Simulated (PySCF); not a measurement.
## Identify the compound

An unknown has the formula C9H10O2. Its calculated NMR data are:

¹H NMR (500 MHz, computed): δ 8.45 (t, J = 1.6 Hz, 1H), 8.10 (m, 1H), 7.51 (m, 1H), 7.44 (m, 1H), 3.75 (s, 3H), 2.47 (s, 3H).

¹³C{¹H} NMR (computed): δ 171.7 (C), 145.9 (C), 140.3 (CH), 139.3 (CH), 136.5 (C), 134.0 (CH), 133.7 (CH), 53.5 (CH3), 23.7 (CH3).

One averaged value for each set of equivalent atoms, no relativistic terms, a single conformation, gas phase. B97-2/pcSseg-2 with gauge-including orbitals; geometry from PBE0-D3(BJ)/def2-SVP; J: B3LYP/pcJ-1 (without the spin–dipole term); PySCF.

References, each an isolated molecule treated in the same way: TMS for ¹H (σref 31.36) and ¹³C (σref 183.46).

What is the structure?

Results:


1. The formula gives 5 degrees of unsaturation (1 ring in the answer).
2. 9 carbon signals for 9 carbons: no two carbons are equivalent.
3. Carbon types of the structure: 3 × C, 4 × CH, 2 × CH3, which accounts for all hydrogens.
4. δC 171.7: ester carbonyl carbon; it is a carbonyl in resonance with an O or N lone pair, the region of acids, esters and amides.
5. δC 145.9, 136.5: substituted aromatic carbon.
6. δC 140.3, 139.3, 134.0, 133.7: aromatic CH.
7. δC 53.5: methyl carbon bonded to O; pulled downfield by the heteroatom.
8. δC 23.7: methyl carbon on an aromatic ring; a saturated carbon with 1 carbon neighbour and no heteroatom attached.
9. δH 8.45, 8.10, 7.51, 7.44: hydrogen on an aromatic CH.
10. δH 2.47: hydrogen on a methyl carbon on an aromatic ring; benzylic-type position, deshielded by the ring.

The compound is methyl 3-methylbenzoate (SMILES COC(=O)c1cccc(C)c1).

The data come from this structure; uniqueness wasn't tested.

Splittings below 1 Hz are ignored in the labels, and close J values are merged. Unscaled 3J(H,H) at this level run about 10 % above measured values. Shifts are as computed. Against solution values, carbons near 30 ppm lie about +4 ppm off and those near 130 ppm about +7 ppm (rms about the fit 2.1 ppm; single classes can miss by 10 ppm). Of 1328 compounds with measured shifts, 309 miss one by over three times the rms of a fit or turn the order of signals round; such compounds aren't used in these exercises. Signals without a measured value on file couldn't be tested in this way.
